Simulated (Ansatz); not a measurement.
Complex (SMILES): Cl (HCl) with N#N (N2), atoms 1 to 2 the first; geometry from B3LYP-D3(BJ)/def2-TZVP, monomers rigid:
```xyz
4

Cl     1.0940     0.2553     0.1057
H     -0.1754     0.0770     0.1766
N     -3.5503    -0.4010     0.3596
N     -2.4723    -0.2486     0.3008
```

Interaction energy at MP2 with Ansatz (a program for electronic structure), kcal/mol, without and with the counterpoise correction (monomers among the partner's ghost functions). Cartesian d functions, on some or all atoms, in 6-31G**; all else is spherical. Cores are frozen. No added dispersion term, no relativity. Reference, counterpoise-corrected: Hartree-Fock in aug-cc-pV(Q+d)Z plus the correlation part extrapolated as X^-3 from aug-cc-pV(T+d)Z and aug-cc-pV(Q+d)Z, -1.58.

| basis | functions | uncorrected |
|---|---|---|
| def2-SV(P) | 48 | -1.95 |
| 6-31G** | 54 | -2.02 |
| def2-SVPD | 75 | -2.87 |
| 6-311++G(2d,2p) | 99 | -1.94 |
| cc-pV(T+d)Z | 113 | -1.73 |
| def2-TZVPD | 129 | -1.75 |
| def2-TZVPPD | 142 | -1.81 |
| def2-QZVP | 214 | -1.69 |

### Question
How large is the counterpoise correction in each set?

### Answer
def2-SV(P) 0.87, 6-31G** 0.84, def2-SVPD 1.48, 6-311++G(2d,2p) 0.70, cc-pV(T+d)Z 0.33, def2-TZVPD 0.43, def2-TZVPPD 0.41, def2-QZVP 0.21 kcal/mol. The corrected value lies nearer the reference in 5 of 8 rows.
